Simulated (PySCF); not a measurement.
Job for PySCF: R-HF/STO-3G on H2IIn (SMILES [InH2][I]), a point of a bond scan (R = 4.725 Å).

```python
from pyscf import gto, scf, dft, mp
from pyscf.data.elements import chemcore

mol = gto.M(
    atom='''
    In   -0.72638877   -1.13552285    0.19955666
    H    -0.06961712   -2.17409956    1.39445122
    H    -2.11914691   -1.24747254   -0.79314453
    I     1.79230430    2.80180884   -0.49238956
    ''',
    basis='sto-3g',
    charge=0, spin=0, verbose=3, max_memory=1800)
mf = scf.RHF(mol)
mf.conv_tol = 1e-8
mf.max_cycle = 100
mf.kernel()
if not mf.converged:
    mf = mf.newton().run(mf.mo_coeff, mf.mo_occ)
```

Program output:

```
converged SCF energy = -12534.583180148
```

The calculation finished and met its thresholds.

Cost: very roughly 0.6 core-seconds.
